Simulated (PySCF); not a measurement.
# Computed data sheet: cyclohexanol (`OC1CCCCC1`)

Compound: cyclohexanol, C₆H₁₂O.
SMILES with atom numbers: `[OH:1][CH:2]1[CH2:3][CH2:4][CH2:5][CH2:6][CH2:7]1` (hydrogens: H8 on O1; H9 on C2; H10, H11 on C3; H12, H13 on C4; H14, H15 on C5; H16, H17 on C6; H18, H19 on C7)

Some functional groups and rings: alcohol.

From GFN2-xTB geometry:

```
Point group of the GFN2-xTB geometry                  : Cs
Rotational constants A, B, C of the GFN2-xTB geometry : 4.331, 2.241, 1.632 GHz
```

**wB97X-D/def2-SVPD ground state and vertical TDDFT (core frozen in the response) (PySCF)**

```
Dipole moment                                                     : 1.89 D
HOMO energy                                                       : -9.46 eV
LUMO energy                                                       : 2.39 eV
HOMO–LUMO gap                                                     : 11.85 eV
Lowest singlet excitation                                         : 7.25 eV (171 nm, f = 0.015)
Strongest line among the 8 lowest singlet transitions             : S5 at 8.75 eV (142 nm, f = 0.040)
Lowest triplet excitation (Tamm–Dancoff)                          : 7.05 eV
Static isotropic polarisability                                   : 73.2 au
Electronic spatial extent ⟨r²⟩ about the centre of nuclear charge : 802 bohr²
```

**PBE0/pcSseg-1 ground state and GIAO shieldings, non-relativistic (PySCF)**

```
Lowest Hirshfeld atomic charge                              : -0.23 e on O1
Highest Hirshfeld atomic charge                             : +0.16 e on H8
13C chemical shifts (computed TMS as zero) by class         : 75.1 (C2), 41.9 (C3/C7), 29.9 (C5), 29.4 (C4/C6) ppm
1H chemical shifts (computed TMS as zero) by class          : 3.36 (H9), 2.19 (H11/H19), 1.82 (H13/H17), 1.65 (H14), 1.27 (H12/H16), 1.00 (H15), 0.79 (H10/H18), -0.12 (H8) ppm
Isotropic shieldings of nuclei other than C and H, by class : 258 (O1) ppm
Mayer bond orders between heavy atoms                       : O1–C2 0.91, C2–C3 1.01, C3–C4 1.03, C4–C5 1.03, C5–C6 1.03, C6–C7 1.03, C7–C2 1.01
```

Monoisotopic mass from the formula: 100.0888 u.

S1 lies 4.60 eV below the HOMO–LUMO gap; its leading configuration is HOMO→LUMO, weight 0.52, beside HOMO→LUMO+1, weight 0.31. No computed singlet falls in the visible range (750 to 380 nm, 1.65 to 3.26 eV); S1 lies 3.99 eV above its blue end. The polarisability is 10.85 Å³ as a volume (1 au = 0.148185 Å³), or 1.31 au for each of the 56 electrons. The dipole matches unit charges of opposite sign 0.39 Å apart (1 e·Å = 4.8032 D). The vertical singlet–triplet gap S1 − T1 is 0.20 eV (TDDFT singlet less Tamm–Dancoff triplet; S1: HOMO→LUMO, weight 0.52, beside HOMO→LUMO+1, weight 0.31; T1: HOMO→LUMO, weight 0.45, beside HOMO→LUMO+1, weight 0.32). The rotational constants make it an asymmetric top with κ = (2B − A − C)/(A − C) = -0.55, nearer the prolate limit (−1).

One conformer (not necessarily the lowest) at the GFN2-xTB geometry, without solvent, vibrations or thermal averaging.

For the NMR shielding job (PBE0/pcSseg-1), on one thread of an Arm Neoverse V1, shared host, this took 24 s wall.
